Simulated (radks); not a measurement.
The iron ion Fe12+, configuration [Ne] 3s2 3p2. Calculated with a radial shooting solver on a logarithmic mesh with Libxc functionals: scalar-relativistic Kohn-Sham, SCAN, spin-polarised, spherical densities, finite nucleus; open shells are filled with parallel spins first; meta-GGA in the generalised Kohn-Sham scheme; Fermi nuclear charge, rms radius 3.7377 fm.

X-ray form factor f0, the Fourier transform of the density (f0(0) = 14):

sin(theta)/lambda (1/angstrom),f0 (electrons)
0.05,13.948
0.1,13.795
0.15,13.548
0.2,13.217
0.25,12.817
0.3,12.363
0.4,11.360
0.5,10.332
0.6,9.371
0.8,7.809
1,6.694
1.25,5.633
1.5,4.711
2,3.168
